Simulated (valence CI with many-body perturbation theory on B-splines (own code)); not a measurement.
Values are calculated unless marked as measured or tabulated.
Pm²¹⁺ in three bases

Method: valence CI with perturbative core correlation (CI+MBPT): four valence electrons over a frozen Dirac-Fock core [Kr], a basis of 7 s, 7 p, 8 d, 6 f, 4 g, 1 h functions for each j, with the one-electron correlation potential Σ1, the two-electron term Σ2, the three-electron term Σ3, Breit, model QED; selected CI, second order for the rest, scaled by the run's own slope (own B-spline code, finite nucleus).

No measured levels were compared; by estimate terms of the open shell hold to 2 to 4 % of their energy, and close levels can change places. Only levels of the ground parity were solved; by the run's estimate the other parity begins above the list, which can be wrong where configurations are misplaced.

The reference run has the lowest level (4d3/2^4) J=0 and an ionisation energy of 652.374 eV. Its largest variational space holds 19914 state functions.

Levels are named by their leading jj configuration (3d3/2^4 stands for four electrons in 3d with j = 3/2), which in mixed levels can hold well under half, so a name can repeat and another be missing. Letters in brackets count levels of one name in rising energy.

Changed runs:
A. basis 6 s, 6 p, 5 d, 5 f, 1 g
B. basis 5 s, 5 p, 4 d, 4 f

Excitation energies of the reference run in cm⁻¹, and shifts in cm⁻¹:

```
                    Level  Reference       A       B
      (4d3/2^3 4d5/2) J=1      27102    -176    -396
      (4d3/2^3 4d5/2) J=2      44466    -209    -398
      (4d3/2^3 4d5/2) J=3      54269    -156    -203
      (4d3/2^3 4d5/2) J=4      54513    +0.2    +209
(4d3/2^2 4d5/2^2) J=0 [a]      78427     -20    -5.1
(4d3/2^2 4d5/2^2) J=4 [a]      82147     -95     +27
(4d3/2^2 4d5/2^2) J=3 [a]      89936    -9.2    +446
(4d3/2^2 4d5/2^2) J=2 [a]      91405     +94    +755
    (4d3/2^2 4d5/2^2) J=5      97616    +5.9    +491
    (4d3/2^2 4d5/2^2) J=1     101328     +51    +559
    (4d3/2^2 4d5/2^2) J=6     104584     +58    +649
(4d3/2^2 4d5/2^2) J=4 [b]     112668     +92    +724
   Ionisation energy (eV)    652.374  -0.060  -0.136
```
